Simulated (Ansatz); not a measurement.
Zn₄O₄H₁₄. The state is a singlet with charge 0. Geometry r2SCAN-D4/def2-SVP, basis def2-TZVP, Ansatz.

```xyz
22

Zn    1.1863   -0.5391    1.8500
O     0.9988    1.6932   -0.8683
Zn    1.6332   -1.9934   -0.3836
O     0.0943   -2.1013    0.8684
O    -1.3298   -0.0050   -0.8557
Zn   -1.0135    1.8666   -1.3383
Zn   -1.3966   -0.6907    0.9959
O    -1.2555    2.5212    0.6482
H     1.9344   -0.4139    0.1692
H     2.1269   -0.8100    3.0481
H     1.3248    0.8335   -0.4959
H     1.7066    2.0374   -1.4286
H     0.7077   -1.4794   -2.2861
H     2.4226   -3.1116   -1.0890
H    -0.0730   -2.9360    1.3284
H     0.1824   -1.0617   -1.9011
H    -2.0161   -0.4135   -1.4009
H    -1.4757    2.7404   -2.5229
H    -0.1553    0.4644    1.6589
H    -2.7022   -0.9831    1.7878
H    -0.7499    1.8736    1.1965
H    -2.1504    2.5084    1.0189
```

| run | HOMO (eV) | LUMO (eV) |
| --- | --- | --- |
| A | -6.27 | -1.61 |
| B | -6.54 | -1.21 |
| C | -7.47 | -0.79 |
| D | -9.72 | 0.62 |
| E | -10.38 | 1.79 |
| F | -10.22 | 1.16 |

LC-ωPBE has ω = 0.4 bohr⁻¹. In the singlet geometry the species has come apart into loosely held pieces. In the singlet, H13 and H16 lie 0.77 Å apart (atoms count from 1), so H2 has formed as a molecule.

Task: The runs used HF, LC-ωPBE, PBE, PBE0, r2SCAN, ωB97M-V. Estimate which is which.

Result: A PBE (0 % exact exchange); B r2SCAN (0 % exact exchange); C PBE0 (25 % exact exchange); D ωB97M-V (range-separated); E HF (100 % exact exchange); F LC-ωPBE (range-separated). Exact exchange lowers occupied and raises empty levels; among semilocal functionals meta-GGAs tend to open the gap a little, and such runs are hard to tell apart. The gap grows from 4.66 eV (PBE) to 12.17 eV (HF).
